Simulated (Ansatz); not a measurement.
Cartesian coordinates in Å:
```
C -0.366 -1.710 -0.753
C 0.700 -0.709 -0.336
N 0.173 0.527 0.216
C -0.423 0.382 1.527
Al 0.258 2.059 -0.634
Cl 1.138 2.169 -2.522
Cl -0.512 3.794 0.229
H -1.017 -1.281 -1.520
H -0.990 -2.016 0.089
H 0.098 -2.609 -1.164
H 1.368 -1.174 0.404
H 1.321 -0.470 -1.204
H 0.295 -0.052 2.236
H -1.309 -0.263 1.514
H -0.732 1.353 1.918
```

Total charge 0; spin multiplicity 1.

Q: List the ωB97M-V/def2-TZVPP orbital energies in eV (the Gaussian-basis code of Ansatz). (Estimate.)

A: Ansatz gave: Occupied: -2771.77, -2771.77, -1533.09, -394.51, -282.33, -282.15, -281.24, -262.18, -262.18, -199.62, -199.62, -199.55, -199.54, -199.53, -199.53, -117.65, -77.28, -77.19, -77.12, -28.00, -25.60, -25.30, -23.80, -21.62, -19.29, -16.62, -15.79, -14.90, -14.60, -13.88, -13.66, -12.96, -12.86, -12.47, -12.16, -11.96, -11.71, -11.67, -11.36, -9.10. Lowest empty: 1.18, 1.40, 2.65, 3.17, 3.61, 3.87, 4.33, 4.41.
